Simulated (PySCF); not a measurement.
B3LYP has the VWN-RPA correlation part, as in Gaussian. Excitations are Tamm–Dancoff values on a coarser integration grid. The basis has no diffuse functions, so Rydberg states are missing or too high.

Z-matrix (Å, degrees):
```
S
C 1 1.8211
H 2 1.0982 1 106.71
H 2 1.0988 3 109.73 1 -118.71
H 2 1.0992 3 109.55 4 -122.14
C 1 1.8211 2 100.61 3 175.60
H 6 1.0982 1 106.71 2 -175.58
H 6 1.0988 7 109.72 1 118.71
H 6 1.0991 7 109.55 8 122.14
Al 1 2.4928 2 100.46 3 72.75
H 10 1.5966 1 98.74 2 170.61
H 10 1.5966 11 119.58 1 -105.28
H 10 1.6042 11 117.44 12 -153.08
```
Charge 0, spin multiplicity 1.

### Question
Estimate the S1 oscillator strength, LUMO, charge on the central atom (meta-Löwdin), T1 excitation (TDA) and S1 excitation (TDA) that B3LYP-D3(BJ)/def2-TZVP // B3LYP-D3(BJ)/def2-SVP run with PySCF returns for this input.

### Answer

```json
{
 "S1 oscillator strength": "0.004",
 "LUMO": "-0.30 eV",
 "charge on the central atom (meta-Löwdin)": "0.20 e",
 "T1 excitation (TDA)": "5.65 eV",
 "S1 excitation (TDA)": "6.16 eV"
}
```
